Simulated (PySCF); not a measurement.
# Oxygen: a sound run and one with changed settings

Sound run: O+ [He] 2s2 2p3, O(2+) [He] 2s2 2p2. Computed with PySCF 2.14 in cc-pVDZ (3s2p1d, 14 functions), with no relativity, point nucleus. The sound run starts from symmetry-adapted Hartree-Fock orbitals and uses a fine grid where one is needed.

Changed run: radial step 1.2 in ln r (0.13 in the sound run). This setting is unsound on purpose.

```json
{"species": "O+", "method": "UHF", "sound run (hartree)": "-74.35247", "changed run (hartree)": "-74.35247", "converged": "yes"}
{"species": "O+", "method": "MN15", "sound run (hartree)": "-74.49097", "changed run (hartree)": "-74.56822", "converged": "yes"}
{"species": "O+", "method": "B3LYP", "sound run (hartree)": "-74.55712", "changed run (hartree)": "-74.95013", "converged": "yes"}
{"species": "O(2+)", "method": "UHF", "sound run (hartree)": "-73.08103", "changed run (hartree)": "-73.08103", "converged": "yes"}
{"species": "O(2+)", "method": "MN15", "sound run (hartree)": "-73.19323", "changed run (hartree)": "-73.35353", "converged": "yes"}
{"species": "O(2+)", "method": "B3LYP", "sound run (hartree)": "-73.25695", "changed run (hartree)": "-73.67730", "converged": "yes"}
```

Ionisation energy of O+:

| method | sound run (eV) | changed run (eV) |
| --- | --- | --- |
| UHF | 34.598 | 34.598 |
| MN15 | 35.313 | 33.053 |
| B3LYP | 35.379 | 34.635 |

A coarse radial grid mis-integrates the density and the exchange-correlation energy, with errors of either sign; Hartree-Fock needs no grid.

For comparison, NIST gives 35.121 eV between the lowest levels.
